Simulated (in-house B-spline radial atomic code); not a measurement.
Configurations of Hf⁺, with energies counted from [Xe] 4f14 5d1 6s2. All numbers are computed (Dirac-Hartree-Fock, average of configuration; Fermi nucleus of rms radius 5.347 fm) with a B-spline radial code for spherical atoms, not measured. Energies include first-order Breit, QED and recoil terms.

Occupations are held fixed; configurations that lie above the ionisation limit could autoionise.

```
                     configuration  E - E(ref) (eV)  highest orbital  its <r> (bohr)
                 [Xe] 4f14 6s2 6p1           4.0929            6p3/2           3.965
                 [Xe] 4f14 5f1 6s2           11.163            5f7/2           8.553
             [Xe] 4f14 5d1 5g1 6s1           11.169            5g7/2           13.73
                 [Xe] 4f14 6s2 8g1           13.793            8g7/2           42.92
             [Xe] 4f13 5d1 6s2 6g1           30.635            6g7/2           21.96
[Kr] 4d10 4f14 5s2 5p5 5d1 6s2 8s1           47.619            8s1/2           12.27
```

**Question.** Order these further configurations by energy, lowest first.
A. [Xe] 4f14 5d1 6s1 6f1
B. [Xe] 4f13 5d1 6s2 7s1
C. [Xe] 4f13 5d1 6s2 10s1
D. [Xe] 4f14 6s2 8p1
E. [Xe] 4f14 5d1 6s1 10f1

**Answer.** A (11.131 eV), D (11.908 eV), E (12.666 eV), B (25.995 eV), C (30.649 eV).

**Question.** How far above the reference does [Kr] 4d10 4f14 5s2 5p5 5d1 6s2 7s1 lie?

**Answer.** 44.88 eV; its least bound orbital is 7s1/2 with <r> = 6.931 bohr.
